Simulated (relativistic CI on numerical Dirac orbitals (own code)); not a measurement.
Hyperfine structure of Nb¹⁹⁺, mass number 93

Calculated at this level of theory: Dirac-Coulomb-Breit CI, KLI orbitals optimised for each configuration, model QED (radiative potential, 1s self-energy scaled to tabulated hydrogen-like ionisation energies), unscaled Slater integrals (own radial code, finite nucleus).

Configurations in the expansion (outside the closed core [Ne]): 3s2.3p6.3d4, 3s2.3p5.3d5, 3s.3p6.3d5, 3s2.3p6.3d3.4s, 3s2.3p6.3d3.4p, 3s2.3p6.3d3.4d, 3s2.3p6.3d3.4f, 3s2.3p5.3d4.4s, 3s2.3p6.3d2.4s.4p, 3s2.3p6.3d3.5s, 3s2.3p6.3d3.5p, 3p6.3d6, 3p5.3d7, 3s2.3p6.3d2.4s2, 3s2.3p6.3d.4s2.4p, 3s2.3p6.3d.4s2.4d, 3s2.3p6.3d.4s2.4f, 3s2.3p6.3d2.4p2, 3s2.3p6.3d.4s.4p2, 3s2.3p6.3d.4p3, 3s2.3p6.3d.4p2.4d, 3s2.3p6.3d.4p2.4f. Double excitations out of closed p, d and f shells are left out; levels of such configurations are missing from the list, as are those of other unlisted configurations, and high levels can miss mixing partners. These lack a partner that the ground configuration has and come out too high: 3s2.3p5.3d4.4s.

Nuclear spin I = 9/2, μ = 6.163 μN, Q = -0.32 b (tables of Stone and Pyykkö). The electronic factors are computed for point nuclear moments, without core polarisation or the Bohr-Weisskopf and QED corrections.

| Level | E (cm⁻¹) | A (MHz) | B (MHz) |
| --- | --- | --- | --- |
| 3s2.3p6.3d4 5D_1 | 7502.1 | 893.1 | -926 |
| 3s2.3p6.3d4 5D_2 | 16216.9 | 2640 | -627 |
| 3s2.3p6.3d4 5D_3 | 24675.6 | 4188 | 619 |
| 3s2.3p6.3d4 5D_4 | 32391.7 | 5525 | 2680 |
| 3s2.3p6.3d4 3H_4 | 76380.6 | 9067 | -1240 |
| 3s2.3p6.3d4 3H_5 | 89995.2 | 8066 | -1780 |
| 3s2.3p6.3d4 3G_3 | 91602.1 | 9215 | -217 |
| 3s2.3p6.3d4 3P_1 | 91700.0 | 5158 | 156 |

Levels with J = 0, under 50 % of one LS term, or S terms without an open s electron are left out. Small factors come from cancelling terms and can be off by tens of per cent or more.

At this charge energies of transitions that change n are usually good to better than 1 %, and those within a shell (Δn = 0) to a few per cent. Terms inside the open d or f shell come out 10 to 20 % too wide with unscaled integrals.

**Question.** Give the hyperfine levels of 3s2.3p6.3d4 5D_3 relative to its centre of gravity.

**Answer.** With K = F(F + 1) − I(I + 1) − J(J + 1), E = AK/2 + B[¾K(K + 1) − I(I + 1)J(J + 1)]/[2I(2I − 1)J(2J − 1)]: F = 3/2: -68820, F = 5/2: -58480, F = 7/2: -43960, F = 9/2: -25240, F = 11/2: -2264, F = 13/2: 25020, F = 15/2: 56690 MHz.

LS names give the leading component of a level, which can be under half, so a name can repeat, a term be missing and a line seem to break the LS rules.
